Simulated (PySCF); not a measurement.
How methods differ on the excitation energy of Mn⁺

Mn⁺ [Ar] 3d5 4s1 (7S) → Mn⁺ [Ar] 3d4 4s1 4p1 (high-spin determinant), as a difference of total energies. Calculation: PySCF 2.14, in x2c-TZVPPall with one added diffuse shell each of s, p, d, f type (7s6p5d3f1g, 80 functions); scalar relativity by spin-free X2C-1e. Correlated levels: valence: [Ar] frozen. The calculations carry no spin-orbit coupling.

```
           method  excitation energy (eV)
              UHF                   9.320
    MP2 (valence)                  10.039
SCS-MP2 (valence)                   9.560
   CCSD (valence)                  10.019
CCSD(T) (valence)                  10.032
```

Question: How much does correlation contribute at CCSD(T) (valence)?

Answer: 10.032 − (9.320) = 0.712 eV, measured against UHF.

The determinant of the upper state mixes LS terms, which raises its energy above the lowest term, most at the Hartree-Fock and MP2 levels.
